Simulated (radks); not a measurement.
Q: V II, configuration [Ar] 3d(3/2: 3, 5/2: 0) 4s1 (not the ground configuration). Calculated with a radial shooting solver on a logarithmic mesh with Libxc functionals: Dirac Kohn-Sham, BLYP, spin-unpolarised, spherical densities, finite nucleus; Fermi nuclear charge, rms radius 3.6002 fm. Some entries of the table are withheld. Estimate them.

orbital  occ.  eigenvalue (eV)  <1/r> (bohr^-1)  <r^2> (bohr^2)
1s1/2       2        -5373.387            22.84        0.005936
2s1/2       2        -609.9887            4.811          0.1123
2p1/2       2        -515.4835            4.750             (1)
2p3/2       4        -508.3744            4.684             (2)
3s1/2       2         -77.5573              (3)           1.040
3p1/2       2         -52.0084            1.362           1.206
3p3/2       4         -51.1725            1.348           1.227
3d3/2       3         -12.5931           0.9793           2.530
3d5/2       0         -12.5252           0.9759           2.548
4s1/2       1         -10.9401           0.4295           10.51

A: 
(1) 2p1/2 <r^2> (bohr^2): 0.09141
(2) 2p3/2 <r^2> (bohr^2): 0.09315
(3) 3s1/2 <1/r> (bohr^-1): 1.489
